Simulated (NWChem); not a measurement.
**F₄Ge in NWChem**

```xyz
5

F      0.0000     1.3865    -0.9804
Ge     0.0000     0.0000     0.0000
F      0.0000    -1.3865    -0.9804
F      1.3865     0.0000     0.9804
F     -1.3865     0.0000     0.9804
```
Charge 0, spin multiplicity 1.

All runs are NWChem calculations. The geometry was optimised at PBE0/def2-SVP, a minimum by its harmonic frequencies.

Symmetry labels belong to the abelian group C2v used in the runs, with the axes of the coordinates shown; states degenerate in a higher group split over its labels.

The Hamiltonian is non-relativistic. The structure started from a generated list of species.

### Question
List the lowest 3 singlet excitations that TD-PBE/def2-SVP gives, with oscillator strengths.

### Answer
```tsv
state	symmetry	energy (eV)	wavelength (nm)	f
1	b2	7.50	165	0.000
2	a2	7.50	165	0.000
3	b1	7.50	165	0.000
```
